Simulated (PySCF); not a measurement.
C2H3N3, SMILES c1nc[nH]n1 (connectivity only; charge and spin as stated), charge +1, multiplicity 2.

Geometry optimised at PBE0-D3(BJ)/def2-SVP. The multiplicity is an assumed one; other spin states were not compared.

Method: PBE0-D3(BJ)/def2-SVP (PySCF).

Frequencies are harmonic and unscaled.

```json
[
 {"mode": "1", "ν (cm⁻¹)": "453", "IR (km/mol)": "62.0", "moving atoms (share of kinetic energy)": "N 50 %, C 40 %, H 11 %"},
 {"mode": "2", "ν (cm⁻¹)": "667", "IR (km/mol)": "4.6", "moving atoms (share of kinetic energy)": "N 68 %, H 17 %, C 16 %"},
 {"mode": "3", "ν (cm⁻¹)": "752", "IR (km/mol)": "123.8", "moving atoms (share of kinetic energy)": "H 90 %, N 8 %"},
 {"mode": "4", "ν (cm⁻¹)": "824", "IR (km/mol)": "341.1", "moving atoms (share of kinetic energy)": "N 70 %, C 23 %"},
 {"mode": "5", "ν (cm⁻¹)": "858", "IR (km/mol)": "5.1", "moving atoms (share of kinetic energy)": "H 83 %, C 16 %"},
 {"mode": "6", "ν (cm⁻¹)": "895", "IR (km/mol)": "6.2", "moving atoms (share of kinetic energy)": "H 67 %, C 28 %"},
 {"mode": "7", "ν (cm⁻¹)": "930", "IR (km/mol)": "11.9", "moving atoms (share of kinetic energy)": "N 64 %, C 26 %, H 10 %"},
 {"mode": "8", "ν (cm⁻¹)": "1069", "IR (km/mol)": "31.6", "moving atoms (share of kinetic energy)": "H 60 %, N 24 %, C 16 %"},
 {"mode": "9", "ν (cm⁻¹)": "1171", "IR (km/mol)": "7.0", "moving atoms (share of kinetic energy)": "H 77 %, N 16 %"},
 {"mode": "10", "ν (cm⁻¹)": "1216", "IR (km/mol)": "0.0", "moving atoms (share of kinetic energy)": "N 63 %, C 23 %, H 14 %"},
 {"mode": "11", "ν (cm⁻¹)": "1279", "IR (km/mol)": "9.3", "moving atoms (share of kinetic energy)": "H 60 %, C 27 %, N 13 %"},
 {"mode": "12", "ν (cm⁻¹)": "1345", "IR (km/mol)": "3.3", "moving atoms (share of kinetic energy)": "N 40 %, C 38 %, H 21 %"},
 {"mode": "13", "ν (cm⁻¹)": "1463", "IR (km/mol)": "9.7", "moving atoms (share of kinetic energy)": "N 47 %, C 34 %, H 20 %"},
 {"mode": "14", "ν (cm⁻¹)": "1552", "IR (km/mol)": "33.9", "moving atoms (share of kinetic energy)": "C 50 %, N 37 %, H 13 %"},
 {"mode": "15", "ν (cm⁻¹)": "1585", "IR (km/mol)": "34.9", "moving atoms (share of kinetic energy)": "N 46 %, C 32 %, H 22 %"},
 {"mode": "16", "ν (cm⁻¹)": "3290", "IR (km/mol)": "65.9", "moving atoms (share of kinetic energy)": "H 90 %, C 10 %"},
 {"mode": "17", "ν (cm⁻¹)": "3312", "IR (km/mol)": "59.9", "moving atoms (share of kinetic energy)": "H 90 %, C 10 %"},
 {"mode": "18", "ν (cm⁻¹)": "3586", "IR (km/mol)": "235.5", "moving atoms (share of kinetic energy)": "H 92 %"}
]
```
